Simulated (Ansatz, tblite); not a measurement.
Isomers of Al$_{2}$P$_{2}$⁻ (doublet), found by a short tight-binding search and relaxed with B3LYP-D4/def2-TZVPD in Ansatz.

The xTB rows come from tblite.

Run but left out: HF/def2-TZVPD, B2PLYP/def2-TZVPD (A: ⟨S²⟩ 1.25 to 1.78, where a pure state has 0.75).

A: At PBE0-D4/def2-TZVPD the charge -1 doublet is spin-contaminated (final ⟨S²⟩ up to 0.86, 0.75 for a pure state). B: At PBE-D4/def2-TZVPD the highest occupied level of the charge -1 doublet lies above zero (up to 0.02 eV). Its loss leaves the charge 0 singlet, which lies 2.40 eV higher (vertical, at PBE-D4/def2-TZVPD), but this difference is unsure: the singlet is doubtful (an occupied level 0.09 eV above an empty one).

Other spin states were run for one of them alone.

A:

```
atom   x (Å)   y (Å)   z (Å)
 Al1   0.598   0.580  -1.093
 Al2  -0.598  -0.580   1.092
  P3  -0.952  -1.132  -1.123
  P4   0.952   1.132   1.123
```

B:

```xyz
4

Al   -0.698   -1.690   -1.022
Al    0.095    1.760    1.133
P     0.402   -0.636    0.870
P     0.201    0.567   -0.981
```

Q: Estimate their order by electronic energy at PBE0-D4/def2-TZVPD, counted from the lowest.

A: B (0.0) < A (22.9), in kJ/mol.

Q: Do the other levels pick the same lowest one?

A: Not GFN2-xTB, r2SCAN-D4/def2-TZVPD. Energies above each level's lowest (kJ/mol):

| level | A | B |
| --- | --- | --- |
| GFN1-xTB | 156.4 | 0.0 |
| GFN2-xTB | 0.0 | 0.6 |
| PBE-D4/def2-TZVPD | 10.7 | 0.0 |
| r2SCAN-D4/def2-TZVPD | 0.0 | 0.3 |
| PBE0-D4/def2-TZVPD | 22.9 | 0.0 |
Point groups (tolerance 0.1 Å): A D2h, B C2v. Lower isomers may exist.
